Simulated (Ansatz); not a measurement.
Z-matrix (Å, degrees):
```
C
Ge 1 1.941
H 1 1.090 2 109.8
H 1 1.090 2 109.8 3 120.0
H 1 1.092 2 109.8 3 -120.0
Br 2 2.320 1 107.7 3 -60.0
H 2 1.536 1 112.7 3 56.9
H 2 1.536 1 112.7 3 -176.8
```

The species carries charge 0 and has multiplicity 1.

Question: List the r2SCAN/def2-TZVPP orbital energies in eV (Ansatz). (Best estimate.)

Answer: The calculation gave: Occupied: -13121.55, -10834.88, -1694.78, -1525.54, -1525.48, -1525.48, -1349.96, -1200.04, -1199.99, -1199.98, -273.33, -234.43, -174.67, -174.45, -174.45, -168.15, -117.94, -117.79, -117.77, -68.50, -68.44, -68.44, -68.28, -68.28, -31.19, -31.13, -31.12, -31.02, -31.02, -19.78, -18.53, -13.83, -10.86, -10.82, -9.05, -8.89, -8.74, -7.12, -7.11. Lowest empty: -0.85, 0.59, 0.68, 1.41, 2.32, 2.80, 2.93, 4.66.
